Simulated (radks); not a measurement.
Valence configurations of Sr II (all share [Kr]). Calculated with a radial shooting solver on a logarithmic mesh with Libxc functionals: Dirac Kohn-Sham, PBEsol, spin-unpolarised, spherical densities, finite nucleus; open shells are shared between the two j in proportion to 2j + 1; Fermi nuclear charge, rms radius 4.224 fm. Order these by energy: 5s1; 4d1; 4d0.5 5s0.5; 5s0.5 5p0.5; 5p1.

Answer. From the lowest, in eV above it: 5s1 0.000; 4d0.5 5s0.5 0.824; 5s0.5 5p0.5 1.465; 4d1 1.735; 5p1 2.922. NIST lists [Kr] 5s1 as the ground configuration; this level of theory agrees among the configurations tried. The energies are those of spherical spin-averaged densities, not of single terms.
